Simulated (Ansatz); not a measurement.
Ideal-gas functions of `[O]1[GeH2][GeH2]1` at 400 K and 1 bar, from an Ansatz frequency run at PBE0-D4/def2-TZVP.

Molar mass 165.25 g/mol, point group C2v (symmetry number 2), electronic degeneracy 1, moments of inertia 35.962, 216.489, 239.245 u Å². Harmonic wavenumbers (cm⁻¹, unscaled): 320, 362, 383, 477, 568, 607, 661, 668, 757, 862, 865, 2148, 2149, 2157, 2167.

Use S(trans) = R[1.5 ln M + 2.5 ln T − 1.1517]; rotational temperatures θ = 24.2544 K / I; S(rot) = R[ln(√π/σ · √(T³/θAθBθC)) + 1.5]; for each mode x = 1.438777 ν̃/T, S = R[x/(eˣ − 1) − ln(1 − e⁻ˣ)] and H = RT x/(eˣ − 1); 1 cm⁻¹ = 0.0119627 kJ/mol; R = 8.31446 J/(mol·K).

Question: By hand: the entropy, in J/(mol·K).

Answer: Translation 178.7. Rotation: θ = 0.6744, 0.112, 0.1014 K, giving 106.4. Vibration, mode by mode: 7.59, 6.68, 6.28, 4.78, 3.68, 3.30, 2.83, 2.78, 2.16, 1.60, 1.58, 0.03, 0.03, 0.03, 0.03, in all 43.4. Electronic 0.0. Sum 328.5 J/(mol·K).

Question: By hand: H − E and G − E in kJ/mol, counted from the electronic energy.

Answer: Zero-point energy ½ × 15151 × 0.0119627 = 90.6; thermal vibration 11.4; translation, rotation and pV give 4 RT = 13.3. H − E = 115.3 kJ/mol, and G − E = 115.3 − 400 × 328.5/1000 = -16.1 kJ/mol.

Vibration gives 13 % of the entropy.
